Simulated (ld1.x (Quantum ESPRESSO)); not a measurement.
Ru: excitation energies, all-electron against PAW

ld1.x (Quantum ESPRESSO) 7.5 input, shortened:

```
&input
   title='Ru', zed=44., rel=2, dft='PZ', iswitch=3,
   config='[Kr] 4d7 5s1 5p0', rel_dist='average'
 /
 &inputp
   pseudotype=3, lpaw=.true., tm=.true., lloc=-1, rcloc=1.50,
   nlcc=.true., new_core_ps=.true., rcore=1.20,
   which_augfun='BG', rmatch_augfun=1.40
 /
6
4S  1  0   2.00   0.00  1.45  1.80  0.0
5S  2  0   1.00   0.00  1.45  1.80  0.0
4P  2  1   6.00   0.00  1.60  1.95  0.0
5P  3  1   0.00   0.00  1.60  1.95  0.0
4D  3  2   7.00   0.00  1.25  1.40  0.0
4D  3  2   0.00   0.05  1.25  1.40  0.0
 &test
   configts(1)='4s2 4p6 4d7 5s1 5p0'
 /
```

Open shells are filled in proportion to 2j + 1 (rel_dist='average').

Energies are relative to the spin-unpolarised reference configuration 4s2 4p6 4d7 5s1 5p0; without spin polarisation the order of configurations can differ from experiment. Not all tests gave a result: test run stopped at test 5 of 7 (negative rho).

Problem. Give the all-electron excitation energy and the error of the potential for: 4s2 4p6 4d7 5s0 5p0; 4s2 4p6 4d6 5s0 5p0; 4s2 4p6 4d5 5s0 5p0; 4s2 4p6 4d8 5s0 5p0.

Solution.

```tsv
valence configuration	charge	ΔE all-electron (eV)	error AE − PS (meV)
4s2 4p6 4d7 5s0 5p0	+1	7.615	+32
4s2 4p6 4d6 5s0 5p0	+2	26.052	+4.3
4s2 4p6 4d5 5s0 5p0	+3	56.897	+84
4s2 4p6 4d8 5s0 5p0	0	-0.269	+48
```

The ghost test of this file was not conclusive.
